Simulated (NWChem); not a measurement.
Ionisation of C$_{3}$H$_{3}$O$_{3}$

```xyz
9

O      1.9667    -0.2759     0.2975
C      0.8055    -0.1145     0.1191
O      0.2219     1.0966    -0.1814
C     -1.1161     0.9175    -0.4052
C     -1.4457    -0.4994    -0.0517
O     -0.1520    -1.0648     0.1743
H     -1.7481     1.7994    -0.3053
H     -2.0562    -0.6060     0.8674
H     -1.9511    -1.0617    -0.8575
```
Charge 0, spin multiplicity 2.

Everything below was run with NWChem. All single points use one geometry, from UB3LYP/def2-SVP, a minimum by its harmonic frequencies. It is one conformer; others weren't searched.

Basis set: def2-SVP. The species with one electron less has spin multiplicity 1 and keeps the geometry of the parent. Δ marks differences of total energies (open shells unrestricted). −ε marks an orbital energy of the parent. That orbital need not have the symmetry of the hole or added electron in the Δ rows. That singlet is a closed-shell solution.

B3LYP has NWChem's definition, with VWN1-RPA local correlation. The structure started from a generated list of species. The stability of the SCF solutions was not checked. Open-shell Hartree-Fock references start from PBE0 orbitals.

Problem. Order these methods by the first vertical ionisation energy they give, lowest first: −ε(alpha HOMO) of B3LYP, −ε(alpha HOMO) of PBE, −ε(alpha HOMO) of HF, ΔB3LYP, ΔPBE, G0W0@HF.

Solution. −ε(alpha HOMO) of PBE (4.61 eV), −ε(alpha HOMO) of B3LYP (5.85 eV), ΔPBE (8.29 eV), ΔB3LYP (8.59 eV), G0W0@HF (9.24 eV), −ε(alpha HOMO) of HF (10.26 eV)
